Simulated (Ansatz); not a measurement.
Basis-set series for BCl₂H₃Si (`[SiH3]B(Cl)Cl`). Total charge 0; spin multiplicity 1. Geometry: relaxed with PBE0-D4/def2-TZVP.

```csv
atom,x (Å),y (Å),z (Å)
Si1,-0.084,-0.901,0.015
B2,0.140,1.107,-0.005
Cl3,-1.187,2.112,-0.530
Cl4,1.622,1.879,0.488
H5,-1.221,-1.247,0.911
H6,-0.415,-1.360,-1.362
H7,1.145,-1.589,0.485
```

| functional | basis | functions | energy (Eh) | HOMO (eV) | LUMO (eV) |
| --- | --- | --- | --- | --- | --- |
| PBE0-D4 | def2-SVP | 83 | -1235.75683 | -8.29 | -2.01 |
| PBE0-D4 | def2-TZVPP | 199 | -1236.19877 | -8.37 | -2.21 |
| ωB97M-V | def2-SVP | 83 | -1236.12954 | -10.36 | 0.11 |
| ωB97M-V | def2-TZVPP | 199 | -1236.57008 | -10.49 | -0.14 |

(1) Give the rows for def2-QZVPP. (Estimate.)

## Answers

(1) The calculation gave: 
| functional | basis | functions | energy (Eh) | HOMO (eV) | LUMO (eV) |
| --- | --- | --- | --- | --- | --- |
| PBE0-D4 | def2-QZVPP | 357 | -1236.23670 | -8.39 | -2.25 |
| ωB97M-V | def2-QZVPP | 357 | -1236.60581 | -10.52 | -0.21 |

Computed with Ansatz.
